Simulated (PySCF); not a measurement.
Ti(Me)(H)3 (CH6Ti), SMILES [TiH3][CH3], multiplicity 1.

Coordinates come from a B3LYP-D3(BJ)/def2-TZVP optimisation. A frequency run showed that this geometry is not a minimum. The multiplicity is an assumed one; no other spin state was optimised. The structure was generated by enumeration; whether it is a known compound was not checked.

All values below come from PBE/def2-TZVPD in PySCF.

Symmetry labels are those of the subgroup Cs that the program uses (full group C3v).

Computed valence orbital energies around the gap with their symmetry:
```json
[
 {"orbital": "HOMO−7", "symmetry": "A\"", "energy (eV)": "-38.28"},
 {"orbital": "HOMO−6", "symmetry": "A'", "energy (eV)": "-17.06"},
 {"orbital": "HOMO−5", "symmetry": "A'", "energy (eV)": "-10.24"},
 {"orbital": "HOMO−4", "symmetry": "A\"", "energy (eV)": "-10.24"},
 {"orbital": "HOMO−3", "symmetry": "A'", "energy (eV)": "-7.81"},
 {"orbital": "HOMO−2", "symmetry": "A\"", "energy (eV)": "-7.06"},
 {"orbital": "HOMO−1", "symmetry": "A'", "energy (eV)": "-7.06"},
 {"orbital": "HOMO", "symmetry": "A'", "energy (eV)": "-6.99"},
 {"orbital": "LUMO", "symmetry": "A'", "energy (eV)": "-3.85"},
 {"orbital": "LUMO+1", "symmetry": "A\"", "energy (eV)": "-3.85"},
 {"orbital": "LUMO+2", "symmetry": "A'", "energy (eV)": "-2.63"},
 {"orbital": "LUMO+3", "symmetry": "A\"", "energy (eV)": "-2.63"}
]
```
